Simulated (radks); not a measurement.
Values are calculated unless marked as measured or tabulated.
Q: These are the eigenvalues of the occupied orbitals of an atom or ion with whole-number occupations (hartree). Level of theory: Dirac Kohn-Sham, PBE, spin-unpolarised, spherical densities, finite nucleus; Fermi nuclear charge, rms radius of each element as measured or else 0.836 A^(1/3) + 0.57 fm (a radial shooting solver on a logarithmic mesh with Libxc functionals).

1s1/2: -1032.289
2s1/2: -165.5759
2p1/2: -155.3163
2p3/2: -147.5601
3s1/2: -41.43319
3p1/2: -37.30057
3p3/2: -35.87605
3d3/2: -28.60896
3d5/2: -28.31380
4s1/2: -15.45168
4p1/2: -13.95857
4p3/2: -13.62073
6p1/2: -4.52197

Which element is it, and in what charge state? The configuration may be excited. Open shells, if any, fill j = l - 1/2 first.

A: Z = 49, indium, charge +14: In14+ in [Ar] 3d10 4s2 4p4 6p1. The list shows which subshells hold electrons but not how many an open one holds; the 1s level, -1032.3 hartree, gives Z - s = 45.4 by -(Z - s)^2/2, which with screening and relativity narrows Z to a few neighbours, and the depths of the outer levels then fix element, charge and occupations together.
